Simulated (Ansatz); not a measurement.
A nudged elastic band was laid between two geometries of C4H9BOSi (16 atoms, charge 0, multiplicity 1).

Level of theory: RKS PBE-D4/STO-3G (Ansatz 0.2.0).

```
movable images  : 5
climbing image  : yes
spring          : 5.0 eV/Å²
optimiser       : quadratic models (default)
start path      : IDPP
force threshold : 0.05 eV/Å
iteration limit : 60
end points      : relaxed
```

Initial state:

```xyz
16
Properties=species:S:1:pos:R:3
B -0.801 -2.287 0.018
C 0.156 -1.157 0.109
C 1.264 -0.394 0.061
C 2.660 -0.300 -0.510
C 0.093 0.431 0.479
O -0.443 1.401 -0.426
Si -2.051 1.874 0.083
H -1.737 -2.208 -0.698
H -0.685 -3.236 0.713
H 3.363 0.100 0.250
H 2.677 0.389 -1.381
H 3.014 -1.297 -0.836
H -0.085 0.621 1.567
H -2.985 0.760 -0.063
H -2.419 2.970 -0.799
H -2.044 2.310 1.477
```

Final state:

```xyz
16
Properties=species:S:1:pos:R:3
B -0.942 -2.200 -0.398
C 0.084 -1.166 -0.117
C 1.236 -0.475 -0.038
C 2.633 -0.357 -0.603
C 0.120 0.324 0.547
O -0.360 1.478 -0.150
Si -1.928 1.949 0.471
H -1.877 -1.933 -1.070
H -0.880 -3.268 0.105
H 2.692 0.488 -1.320
H 2.921 -1.290 -1.125
H 3.363 -0.162 0.210
H -0.043 0.315 1.654
H -2.936 0.947 0.138
H -2.227 3.214 -0.182
H -1.880 2.113 1.922
```

Which bonds break or form, and what moves?

No bond is made or broken. The dihedral C5–C3–C4–H11 goes from -47 to -167°. The two ends are copies of one structure, up to a mirror image or an exchange of like atoms.

What energy profile does the band end with?

It converged. The highest image is number 3 of 0 to 6, 0.6 kcal/mol above the ends, which have the same energy within 2 meV. A vibrational analysis at the climbing image gives one clearly imaginary mode, 109i cm⁻¹: a first-order saddle point. Limits of this set-up: minimal basis.

```csv
image,path coordinate (Å),energy (kcal/mol),dihedral C5–C3–C4–H11 (°)
0,0.00,0.0,-47
1,0.60,0.2,-66
2,1.21,0.5,-87
3,1.81,0.6,-108
4,2.42,0.5,-128
5,3.02,0.2,-148
6,3.62,0.0,-167
```

What is the geometry of the highest image?


```xyz
16
Properties=species:S:1:pos:R:3:forces:R:3
B -0.929 -2.205 -0.386 0.00 -0.01 -0.02
C 0.085 -1.159 -0.104 0.01 -0.01 -0.01
C 1.236 -0.462 -0.033 0.00 0.00 0.01
C 2.637 -0.353 -0.596 -0.01 -0.02 0.00
C 0.114 0.333 0.545 -0.01 0.02 0.00
O -0.370 1.481 -0.161 0.00 -0.01 0.00
Si -1.940 1.950 0.457 0.00 0.00 0.00
H -1.872 -1.947 -1.051 0.00 0.00 0.00
H -0.848 -3.276 0.107 0.00 0.00 0.01
H 3.069 0.642 -0.374 0.00 0.01 0.00
H 2.636 -0.503 -1.695 0.00 0.00 0.00
H 3.290 -1.130 -0.148 0.00 0.00 0.00
H -0.046 0.334 1.652 0.00 0.00 0.00
H -2.944 0.940 0.132 0.00 0.00 0.00
H -2.246 3.208 -0.206 0.00 0.00 0.00
H -1.894 2.124 1.906 0.00 0.00 0.00
```

What are the harmonic wavenumbers there?

109i, 58, 98, 118, 146, 186, 241, 304, 395, 428, 528, 673, 709, 722, 793, 834, 931, 962, 1001, 1019, 1047, 1054, 1071, 1085, 1147, 1171, 1335, 1362, 1450, 1504, 1614, 1618, 1924, 2553, 2601, 2645, 2896, 3025, 3209, 3235, 3382, 3415 cm⁻¹.

The run took 60 s on 1 CPU thread of a shared host.
